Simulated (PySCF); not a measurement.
# Core-level binding energies of ZnMe(nBu)

ZnMe(nBu), C5H12Zn (singlet state).
Bonds: Zn1–C2, Zn1–C6, C6–C7, C7–C8, C8–C9. Hydrogens: H3, H4, H5 on C2; H10, H11 on C6; H12, H13 on C7; H14, H15 on C8; H16, H17, H18 on C9.

Method: delta-SCF UKS SCAN, pcX-2 on the ionised atom (unc-x2c-TZVPall on a metal), pcseg-1 elsewhere, spin-free X2C in PySCF. Each binding energy is the total energy of the core-ionised species, with the hole localised on one atom, minus that of the ground state; both are solved self-consistently, so orbital relaxation is included.

Problem. What binding energy does each computed site have?

Solution. 
| atom(s) | bonded to | level | binding energy (eV) | above the level's lowest (eV) | count |
| --- | --- | --- | --- | --- | --- |
| C2 | 3 H and Zn | C 1s | 289.41 | +0.12 | 1 |
| C6 | C, 2 H and Zn | C 1s | 289.29 | 0.00 | 1 |
| C7 | 2 C and 2 H | C 1s | 290.18 | +0.89 | 1 |
| C8 | 2 C and 2 H | C 1s | 290.17 | +0.88 | 1 |
| C9 | C and 3 H | C 1s | 290.29 | +1.00 | 1 |

The listed C 1s values span 1.00 eV, from C6 (bonded to C, 2 H and Zn) to C9 (bonded to C and 3 H). The values 290.17 and 290.18 eV lie too close for their order to be trusted.

Problem. Express the binding energy of C 1s of C8 in atomic units and per mole.

Solution. 290.17 eV = 10.6636 Eh = 27997 kJ/mol.

Problem. Which photon wavelength matches the C 1s of C8 threshold?

Solution. λ = hc/E = 12398.42 eV Å / 290.17 eV = 42.728 Å.

Not every level is listed. No level of zinc is listed. Isolated species at its PBE0-D3(BJ)/def2-SVP geometry, gas phase. Metal 2p energies of this one-determinant scheme are less reliable than its 1s energies.

On Intel Xeon at 2.70 GHz, one thread, no GPU, on a shared host, this took 2.5 min of wall time and 0.81 GiB of memory at its peak.
